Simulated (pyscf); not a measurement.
Thermochemistry of product channels of cyclic C₄H₄ (SMILES C1=CC=C1) on the singlet surface, in kcal/mol, from CCSD(T)/def2-TZVPP + ΔMP2(QZVPP) energies (ideal gas, 1 atm, RRHO with modes under 100 cm⁻¹ raised to 100, one conformer, R ln 2 for rigid chiral ones). Optimised with ωB97X-D3(BJ)/def2-SVP in PySCF. Correlated levels are frozen-core, on RHF or UHF. ΔMP2 is the change of the MP2 total energy from the triple- to the quadruple-zeta basis.

| products | ΔE | ΔH(298 K) | ΔG(900 K) | ΔG(1200 K) |
|---|---|---|---|---|
| HC≡C–CH=CH₂ | -33.4 | -33.2 | -38.9 | -40.9 |
| cyclic C₄H₄ (SMILES C=C1C=C1) | [?] | -9.7 | -12.4 | -13.3 |

Some entries are withheld; supply them.


- cyclic C₄H₄ (SMILES C=C1C=C1), ΔE: -9.5

These are energies of the channels, which say nothing of barriers. The CCSD(T) − MP2 part came from Ansatz, without density fitting, on the same reference.
